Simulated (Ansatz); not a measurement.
Nb₃. Total charge 0; doublet. Geometry r2SCAN-D4/def2-TZVP; atoms count from 1.

```xyz
3

Nb    0.0126    1.3284    0.0877
Nb    0.3956   -0.6339    1.0729
Nb   -0.4083   -0.6945   -1.1605
```

In the def2 sets Nb takes a core potential; there is no spin–orbit coupling. The charge 0 doublet is spin-contaminated (final ⟨S²⟩ up to 1.17, 0.75 for a pure state). The geometry of the doublet was relaxed on an unsound state (⟨S²⟩ 1.11, where a pure state has 0.75). The structure comes from a short search, and lower isomers may exist.

Question: Estimate the Mulliken populations from the PBE0/def2-TZVP orbitals of Ansatz.

Answer: 
| atom | charge (e) | spin (α − β) | d electrons |
| --- | --- | --- | --- |
| Nb1 | 0.01 | 0.00 | 4.07 |
| Nb2 | 0.02 | -0.98 | 4.11 |
| Nb3 | -0.03 | 1.98 | 4.10 |
Mulliken values and Mayer orders depend strongly on the basis.

Question: Where does the spin sit?

Answer: Summed by element: Nb 1.00, of 1 unpaired in all. Largest on single atoms: Nb3 1.98, Nb2 -0.98, Nb1 0.00.

Question: And the Mayer bond orders between bonded heavy atoms (over 0.3)?

Answer: Nb1–Nb2 3.09 (2.23 Å); Nb1–Nb3 2.29 (2.41 Å); Nb2–Nb3 2.28 (2.37 Å).
